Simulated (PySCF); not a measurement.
# Excitation energy of S by level of theory

S [Ne] 3s2 3p4 (3P) → S [Ne] 3s1 3p4 4s1 (5P), as a difference of total energies. Computed with PySCF 2.14 in dyall-av3z (19s12p3d2f, 84 functions), with no relativity, point nucleus. Correlated levels: valence: [Ne] frozen; virtual orbitals above 40 to 60 times the deepest correlated orbital energy dropped. The calculations carry no spin-orbit coupling.

| method | excitation energy (eV) |
| --- | --- |
| UHF | 16.271 |
| LDA | 16.896 |
| PBE | 16.752 |
| PBE0 | 16.940 |
| r2SCAN | 16.605 |
| BHandHLYP | 17.310 |
| TPSSh | 17.014 |
| BLYP | 16.903 |
| B2PLYP | 17.090 |
| MP2 (valence) | 16.637 |
| SCS-MP2 (valence) | 16.814 |

Question: How much does correlation contribute at MP2 (valence)?

Answer: 16.637 − (16.271) = 0.366 eV, measured against UHF.

The upper state lies above the first ionisation limit, where it may autoionise and the basis confines it. A Rydberg-like electron needs more diffuse functions than a valence basis has.

The promoted electron is Rydberg-like, and one or two diffuse shells describe it only roughly, which tends to raise the upper state.
